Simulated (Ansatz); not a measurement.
`BrC1CCCC1`, relaxed with RKS PBE-D4/def2-SVP in Ansatz from a rough embedded geometry. The force threshold is 0.03 eV/Å; the program also tests the step.

Total charge 0; spin multiplicity 1.

Start:

```xyz
15

Br    0.408    1.454   -2.626
C     0.502    0.279   -1.062
C    -0.779   -0.513   -0.851
C    -0.649   -0.999    0.598
C     0.279    0.013    1.304
C     0.661    1.049    0.239
H     1.353   -0.381   -1.242
H    -0.891   -1.330   -1.563
H    -1.637    0.152   -0.955
H    -1.624   -1.057    1.079
H    -0.209   -1.996    0.622
H    -0.211    0.488    2.152
H     1.172   -0.490    1.676
H     1.666    1.444    0.375
H    -0.041    1.885    0.254
```

```csv
step,energy (eV),largest force (eV/Å),largest move (Å)
1,-75348.5468,0.626,0.000
2,-75348.6150,0.193,0.038
3,-75348.6214,0.075,0.022
4,-75348.6219,0.018,0.008
```

End:

```xyz
15

Br    0.448    1.442   -2.658
C     0.497    0.286   -1.065
C    -0.789   -0.515   -0.857
C    -0.654   -1.011    0.602
C     0.285    0.013    1.316
C     0.662    1.061    0.242
H     1.360   -0.387   -1.241
H    -0.919   -1.327   -1.598
H    -1.655    0.173   -0.962
H    -1.644   -1.093    1.094
H    -0.208   -2.026    0.626
H    -0.196    0.489    2.193
H     1.194   -0.497    1.696
H     1.676    1.488    0.367
H    -0.058    1.906    0.245
```

It took 16 s on 2 threads of an AMD EPYC 7R13 on a shared host, with 0.24 GiB of host memory at the peak.
